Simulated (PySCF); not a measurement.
Ga(Cl)2(SH) (Cl2GaHS), SMILES [Cl][Ga]([Cl])[SH]. The structure is a stationary point at PBE-D3(BJ)/def2-SVP. Other conformers were not sampled.

All values below come from PySCF 2.14.0 with PBE-D3(BJ)/def2-SVP.

Harmonic wavenumbers (cm⁻¹): 103, 120, 127, 263, 349, 440, 447, 691, 2614. Rotational constants (GHz): 2.083, 2.048, 1.033; symmetry number 1.

### Question
Work out the zero-point energy and the ideal-gas rigid-rotor harmonic-oscillator thermochemistry at 298.15 K and 1 atm.

### Answer
ZPE = ½ Σ hcν = ½ × 5152 cm⁻¹ = 7.37 kcal/mol. H − E(el) = 11.99 kcal/mol. Entropy in cal/(mol K): translation 41.36, rotation 28.68, vibration 14.26, total 84.31. G − E(el) = -13.14 kcal/mol. Cp = 20.67 cal/(mol K). Modes under 150 cm⁻¹ make the vibrational entropy uncertain.
